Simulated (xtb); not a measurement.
CH₄F₂OSSi, SMILES CS[Si](O)(F)F. All values are semi-empirical tight-binding results from xtb (GFN2-xTB unless named), good for trends rather than for accurate numbers. Geometry: GFN2-xTB. The structure was generated by enumeration, and PubChem lists no compound with its InChIKey, so it may never have been made. Other conformers were not sampled.

Optimised geometry:

Bonded distances (Å): C1–S2 1.829, C1–H7 1.084, C1–H8 1.085, C1–H9 1.085, S2–Si3 2.102, Si3–O4 1.602, Si3–F5 1.592, Si3–F6 1.602, O4–H10 0.956. Angles (°): S2–C1–H7 109.5, S2–C1–H8 109.6, S2–C1–H9 106.4, H7–C1–H8 110.9, H7–C1–H9 110.3, H8–C1–H9 110.1, C1–S2–Si3 100.0, S2–Si3–O4 109.9, S2–Si3–F5 111.1, S2–Si3–F6 113.9, O4–Si3–F5 111.8, O4–Si3–F6 108.4, F5–Si3–F6 101.6, Si3–O4–H10 122.6.
Charge 0, spin multiplicity 1.

Computed properties:
The orbital gap is 4.56 eV, the zero-point energy is 36.2 kcal/mol and the G − E(el) at 298.15 K (modified RRHO) is 15.0 kcal/mol. The static polarisability (D4 model) comes out as 76.7 bohr³ and the solvation energy, GFN2-xTB/ALPB(water) is -5.3 kcal/mol. The solvation energy, GFN2-xTB/ALPB(acetone) is -7.9 kcal/mol.

Computed atomic charges and the Wiberg bond orders between heavy atoms:
charges (e) C1 -0.06, S2 -0.21, Si3 0.70, O4 -0.44, F5 -0.25, F6 -0.25, H7 0.06, H8 0.06, H9 0.07, H10 0.33. Bond orders C1–S2 1.00, S2–Si3 1.02, Si3–O4 1.21, Si3–F5 1.07, Si3–F6 1.06.
